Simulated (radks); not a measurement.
The numbers below are computed, except where a source is named.
Ni8+, configuration [Ar] 3d2. Level of theory: non-relativistic Kohn-Sham, PBE, spin-polarised, spherical densities, point nucleus; open shells are filled with parallel spins first (a radial shooting solver on a logarithmic mesh with Libxc functionals).

X-ray form factor f0, the Fourier transform of the density (f0(0) = 20):

sin(theta)/lambda (1/angstrom),f0 (electrons)
0.05,19.886
0.1,19.552
0.15,19.015
0.2,18.306
0.25,17.459
0.3,16.516
0.4,14.499
0.5,12.538
0.6,10.819
0.8,8.355
1,6.957
1.25,5.938
1.5,5.142
2,3.662
